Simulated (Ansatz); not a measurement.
Ligand exchange: C2H6O + Sc(CH3)2(NH2) → CH5NO + Sc(CH3)3

Species: C2H6O (dimethyl ether) `COC`, singlet; Sc(CH3)2(NH2), singlet; CH5NO `CON`, singlet; Sc(CH3)3, singlet. The partners trade CH3 for NH2: O–CH3 and Sc–NH2 bonds give way to O–NH2 and Sc–CH3.

Shapes, held fixed at every level: PBE0-D4/def2-TZVP. Flexible molecules stand in one conformer, not always the lowest. Programs: Ansatz 0.2.0. Electronic energies: no zero-point or thermal term.

(1) Estimate ΔE of this reaction.

Results:

(1) The highest level, CCSD(T)/def2-TZVPP, gives ΔE = +267.7 kJ/mol; the levels span +257.4 to +269.0. The column of differences is taken from that level and isn't an error. No measured value is set beside it here. Outer-core shells of Sc are correlated in most correlated rows, in sets that cover them unevenly. Times are processor times on shared x86 and Arm servers, and rough.

```tsv
level	kind	ΔE (kJ/mol)	less CCSD(T)/def2-TZVPP	CPU time (sum over the molecules)
PBE0-D4/def2-TZVPP	global hybrid	+257.4	-10.3	37 s
r2SCAN0-D4/def2-TZVPP	global hybrid	+264.2	-3.5	61 s
wB97X-V/def2-TZVPP	range-separated hybrid	+258.4	-9.3	1.7 min
CCSD(T)/def2-SVP	coupled cluster or CI	+265.9	-1.8	71 s
CCSD/def2-SVP	coupled cluster or CI	+266.9	-0.8	–
CCSD/def2-TZVPP	coupled cluster or CI	+269.0	+1.3	–
CCSD(T)/def2-TZVPP	coupled cluster or CI	+267.7	0.0	29 min
```
